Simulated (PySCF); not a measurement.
# A small calculation by hand: refractive index and permittivity of the vapour

In(Cl)(OH)(OMe) (CH₄ClInO₂), SMILES [O](C)[In]([OH])[Cl].

Coordinates come from a PBE0-D3(BJ)/def2-SVP optimisation. The structure was generated by enumeration; whether it is a known compound was not checked. The def2 effective core potentials stand for the cores of In; spin–orbit coupling is left out. The values are those of a single conformer.

PBE/def2-TZVP in PySCF gives a mean static polarisability of 70.8 bohr³ and a dipole moment of 1.42 D. Take an ideal gas at 298.15 K and 0.1 bar, whether or not the substance is that volatile.

Work out n − 1 in the optical limit and the static ε − 1.


Polarisability volume α' = 70.8 × 0.148185 = 10.49 Å³. Number density N = p/kT = 2.43e-6 Å⁻³.
Dilute limit of Lorentz–Lorenz: n − 1 = 2π N α' = 0.00016.
Orientation term of Debye: μ²/(3kT) = 8.098 Å³ × μ²(D²) = 16.33 Å³.
ε − 1 = 4π N (α' + μ²/3kT) = 0.00082. Orientation of the dipole supplies 61 % of the static response; it can't follow optical fields. Vibrational polarisation and dispersion are left out.
